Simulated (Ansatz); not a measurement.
C$_{5}$H$_{3}$BF$_{6}$O$_{4}$ (`O[B-]1(O)OC(C(F)(F)F)=CC(C(F)(F)F)=[O+]1`), relaxed with RKS PBE-D4/def2-SVP in Ansatz 0.2.0 from a rough embedded geometry. The force threshold is 0.03 eV/Å; the program also tests the step.

The species carries charge 0 and has multiplicity 1.

Start:

```xyz
19

O    -2.302    1.271   -1.594
B    -0.879    1.148   -1.083
O    -0.017    2.194   -1.699
O    -0.872    1.264    0.402
C     0.052    0.527    1.203
C     0.258    0.927    2.653
F    -0.234   -0.086    3.463
F     1.584    1.083    2.878
F    -0.439    2.134    2.926
C     0.613   -0.529    0.687
C     0.333   -0.928   -0.703
C     0.829   -2.263   -1.207
F     0.348   -3.272   -0.412
F     0.512   -2.414   -2.519
F     2.238   -2.291   -1.108
O    -0.390   -0.207   -1.445
H    -2.806    0.567   -1.064
H    -0.101    2.033   -2.675
H     1.273   -1.157    1.296
```

| step | energy (eV) | largest force (eV/Å) | largest move (Å) |
| --- | --- | --- | --- |
| 1 | -30348.7171 | 6.987 | 0.000 |
| 2 | -30349.7981 | 3.776 | 0.155 |
| 3 (rejected) | -30349.7055 | 2.511 | 0.200 |
| 4 | -30350.3063 | 0.595 | 0.097 |
| 5 | -30350.3384 | 0.345 | 0.097 |
| 6 | -30350.3537 | 0.161 | 0.062 |
| 7 | -30350.3543 | 0.475 | 0.146 |
| 8 | -30350.3809 | 0.198 | 0.101 |
| 9 | -30350.3872 | 0.467 | 0.098 |
| 10 | -30350.4023 | 0.090 | 0.127 |
| 11 | -30350.4034 | 0.080 | 0.016 |
| 13 | -30350.4107 | 0.127 | 0.098 |
| 15 | -30350.4186 | 0.156 | 0.031 |
| 17 | -30350.4294 | 0.076 | 0.051 |
| 19 | -30350.4332 | 0.045 | 0.090 |
| 21 | -30350.4367 | 0.091 | 0.013 |
| 23 | -30350.4391 | 0.162 | 0.093 |
| 25 | -30350.4403 | 0.052 | 0.019 |
| 27 | -30350.4413 | 0.032 | 0.049 |
| 29 | -30350.4417 | 0.039 | 0.014 |
| 30 | -30350.4418 | 0.015 | 0.018 |

End:

```xyz
19

O    -2.408    1.112   -1.418
B    -1.063    1.007   -1.081
O    -0.172    1.887   -1.695
O    -0.860    1.165    0.489
C     0.070    0.554    1.122
C     0.291    1.052    2.557
F    -0.827    0.865    3.285
F     1.303    0.387    3.152
F     0.585    2.363    2.555
C     0.805   -0.519    0.603
C     0.391   -1.002   -0.644
C     0.981   -2.290   -1.236
F     0.019   -3.226   -1.345
F     1.487   -2.053   -2.456
F     1.963   -2.780   -0.451
O    -0.524   -0.463   -1.360
H    -2.979    0.474   -0.959
H    -0.653    2.479   -2.299
H     1.592   -1.012    1.181
```

Hardware: 11 threads of an AMD EPYC 7R13 on a shared host and a whole NVIDIA H100 80 GB. Wall time 23 s, peak host memory 0.91 GiB.
